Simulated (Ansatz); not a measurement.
The molecule Pt₂, closed-shell singlet (lowest of 2S+1 = 1, 3, 5 at CCSD(T)/def2-TZVPP on PBE0 minima; our sources give no spin for the ground state, which may be another). No spin–orbit coupling.

Seven points along R, fitted to fifth degree in 1/R; most abundant isotopes. In def2 and cc sets the state is the lowest found near the PBE0 minimum, followed along R. The singlet is held restricted.

Correlated levels freeze the inner cores; with def2 sets outer-core shells near the valence are correlated too.

The values were computed with Ansatz (Gaussian basis) for Hartree–Fock, density functionals and correlated methods.  In def2 rows elements past Kr take small-core potentials, without spin–orbit coupling.

Energies at CCSD(T)/def2-TZVPP:

```tsv
R (Å)	E (hartree)
2.150887	-237.91472596
2.208707	-237.92510586
2.261901	-237.93063529
2.322033	-237.93331732
2.382166	-237.93313209
2.451549	-237.93034610
2.532497	-237.92474393
```

Q: With a reduced mass of 97.4824 u, find the minimum, the force constant and the constants.

A: A fifth-degree polynomial in 1/R puts the minimum at r_e = 2.3469 Å with force constant 303 N/m. Then ω_e = (1/2πc)√(k/μ) = 230 cm⁻¹ and B_e = h/(8π²cμr_e²) = 0.03140 cm⁻¹; the cubic and quartic terms give α_e = 7.7e-5 and ω_e x_e = 0.51 cm⁻¹.

Doubts at one or more of the structures used: a restricted determinant that unrestricted orbitals would lower (CCSD(T)/def2-TZVPP); other coupled-cluster roots lie near (CCSD(T)/def2-TZVPP).

Ansatz is a program for electronic structure.
